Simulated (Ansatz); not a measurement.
Consider the cleavage of the Si–Si bond: `C[SiH2][SiH2][TeH]` + `[NH2][SnH3]` → `C[SiH2][NH][SnH3]` + `[SiH3][TeH]`.

Isolated molecules relaxed with PBE0-D4/def2-TZVP in Ansatz; ΔE leaves out vibrations. CBS: MP2 limit from def2 TZ/QZ plus the TZ coupled-cluster correction, frozen cores. Functionals use def2-TZVPP. def2 core potentials past Kr. For Sn, Te outer-core shells are correlated without core-valence functions, which leaves a few kJ/mol of doubt a bond. One conformer a species, not always the lowest.

```csv
level,ΔE (kJ/mol),difference from CCSD(T)/CBS
PBE-D4,-30.6,23.9
PBE0-D4,-38.3,16.2
ωB97M-V,-57.0,-2.5
B2PLYP,-55.5,-1.0
r2SCAN,-46.5,8.0
HF/def2-TZVPP,-72.6,-18.1
MP2/def2-TZVPP,-60.1,-5.6
CCSD/def2-TZVPP,-57.7,-3.2
HF/def2-QZVPP,-74.6,-20.1
CCSD/CBS(def2),-57.5,-3.0
CCSD(T)/CBS,-54.5,0
```

Largest T1 diagnostic among the species: 0.013.

In def2-TZVPP, CCSD(T) changes the Hartree–Fock value by +17.9 kJ/mol (the triples alone add +3.0 kJ/mol) and MP2 by +12.4 kJ/mol. From PBE to PBE0 (25 % exact exchange), in def2-TZVPP and without D4, ΔE moves by −8.1 kJ/mol.

CCSD(T)/CBS has its own doubt, a few kJ/mol and more with outer-core shells, so smaller differences from it don't rank the levels.
